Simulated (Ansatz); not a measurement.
Relaxation of Cl2GaH3O2 (8 atoms, charge 0, multiplicity 1), to a largest force component of 0.03 eV/Å in at most 50 steps.

Computed with RKS CAM-B3LYP/def2-SVP (Ansatz).

```xyz
8
Properties=species:S:1:pos:R:3
Ga 0.288 -0.700 -0.120
H -2.468 -0.063 -0.041
Cl 0.229 -1.796 -1.928
Cl 0.521 -1.645 1.767
H -2.086 0.529 -0.033
O 0.099 1.147 -0.118
O 1.573 1.080 -0.192
H 1.844 1.447 0.665
```

Problem. Where does it end, and by what steps?

Solution. It converged. The force dipped under the threshold on the way, but the program's further checks kept it going. After 25 steps the energy has fallen by 0.115 eV; H5 moved furthest, 0.59 Å.

```tsv
step	energy less start (eV)	largest force component (eV/Å)	accepted
0	0.0000	2.151	yes
1	-0.0869	0.383	yes
2	-0.0884	0.271	yes
3	-0.0928	0.148	yes
4	-0.0967	0.183	yes
5	-0.1012	0.185	yes
6	-0.1018	0.154	yes
7	-0.1043	0.037	yes
8	-0.1046	0.020	yes
9	-0.1051	0.063	yes
10	-0.1028	0.453	no
11	-0.1058	0.053	yes
12	-0.1010	0.587	no
13	-0.1070	0.046	yes
14	-0.1076	0.203	yes
15	-0.1102	0.065	yes
16	-0.1132	0.092	yes
17	-0.1132	0.088	yes
18	0.0328	2.519	no
19	-0.1114	0.092	no
20	-0.1139	0.032	yes
21	-0.1146	0.101	yes
22	-0.1150	0.038	yes
23	-0.1150	0.037	yes
24	-0.1128	0.342	no
25	-0.1153	0.026	yes
```

```xyz
8
Properties=species:S:1:pos:R:3
Ga 0.172 -0.525 -0.103
H -2.303 -0.191 -0.410
Cl -0.001 -1.671 -1.880
Cl 0.295 -1.455 1.807
H -2.246 0.074 0.305
O 0.298 1.288 -0.165
O 1.748 1.045 -0.198
H 2.039 1.435 0.643
```

Time of the run: 99 s on 4 threads of Arm Neoverse N1, with other jobs on the host, peak memory 0.34 GiB.
